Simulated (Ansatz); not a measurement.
Total energies of Al₂BrH₃Si.

```xyz
7

Br    0.793    0.238    2.103
Si   -0.943   -0.500    0.617
Al    0.829    1.095   -0.278
Al    0.360   -1.154   -1.246
H    -2.070   -0.530    1.603
H     1.280    2.613   -0.213
H    -0.249   -1.762   -2.586
```

The species carries charge 0 and has multiplicity 1. Correlated methods include outer-core shells of Br, which these sets cover unevenly. Scalar relativity is left out up to krypton. The bonds changed during the relaxation, so this is another structure than the one it started from. Geometry: relaxed with PBE0-D4/def2-TZVP. Basis def2-TZVPP, Ansatz.

RPA on PBE orbitals: Hartree–Fock energy of these orbitals -3346.86956 Eh, correlation -0.94776 Eh (frozen core).

| functional | energy without D4 (Eh) | D4 term (kJ/mol) |
| --- | --- | --- |
| LDA (SPW92) | -3343.50327 | – |
| PBE | -3349.52433 | -21.3 |
| revPBE | -3349.94878 | -46.4 |
| BLYP | -3350.35049 | -44.4 |
| r2SCAN | -3350.23493 | -4.4 |
| B97M-V | -3349.68691 | – |
| PBE0 | -3349.68363 | -18.3 |
| B3LYP | -3350.41651 | -35.4 |
| r2SCANh | -3350.22765 | -5.0 |
| r2SCAN0 | -3350.21798 | -5.7 |
| HSE06 (plane-wave form) | -3349.66973 | -17.6 |
| BHLYP | -3350.31008 | -35.9 |
| CAM-B3LYP | -3350.45121 | -19.4 |
| LC-ωPBE | -3349.69673 | – |
| ωB97X-V | -3349.95739 | – |
| ωB97M-V | -3350.12054 | – |
| B2PLYP | -3349.58213 | – |
| PBE-QIDH | -3349.10397 | – |

B3LYP takes the VWN-RPA correlation (the form of Gaussian; ORCA's B3LYP/G). HSE06 is the plane-wave form, built on full-range PBE exchange. The double hybrids freeze the cores in their second-order part.

LC-ωPBE has ω = 0.4 bohr⁻¹.
